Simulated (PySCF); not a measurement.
**Fractional electron number in Sc²⁺ (scandium, charge +2)**

The 3d alpha orbital of [Ar] 3d1 is emptied in steps (occupation f), with all orbitals relaxed, ending at [Ar]. All numbers are calculated (PySCF 2.14, the non-relativistic Hamiltonian (point nucleus), in aug-cc-pVDZ). The exact energy is a straight line in f; departures are measured from the line between the end points of the same method.

```tsv
f	PBE0 (eV)	r2SCAN (eV)	LC-wPBE (eV)
1	0.000	0.000	0.000
0.9	-0.464	-0.592	-0.208
0.7	-1.093	-1.394	-0.493
0.5	-1.311	-1.671	-0.596
0.3	-1.108	-1.410	-0.507
0.1	-0.478	-0.606	-0.220
0	0.000	0.000	0.000
```

```json
{"method": "PBE0", "E(f=0) − E(f=1) (eV)": "25.668", "−ε at f=1 (eV)": "20.531", "−ε at f=0.5 (eV)": "25.621"}
{"method": "r2SCAN", "E(f=0) − E(f=1) (eV)": "25.598", "−ε at f=1 (eV)": "19.047", "−ε at f=0.5 (eV)": "25.548"}
{"method": "LC-wPBE", "E(f=0) − E(f=1) (eV)": "25.805", "−ε at f=1 (eV)": "23.513", "−ε at f=0.5 (eV)": "25.762"}
```

Orbital energy along the path (eV):

```csv
f,PBE0,r2SCAN,LC-wPBE
1,-20.531,-19.047,-23.513
0.9,-21.520,-20.304,-23.938
0.7,-23.543,-22.889,-24.826
0.5,-25.621,-25.548,-25.762
0.3,-27.745,-28.260,-26.738
0.1,-29.902,-30.982,-27.745
0,-30.987,-32.322,-28.257
```

Reference removal energy between the ground levels: 24.757 eV (measured; NIST Atomic Spectra Database, ionization energies). The calculation has no spin-orbit coupling.
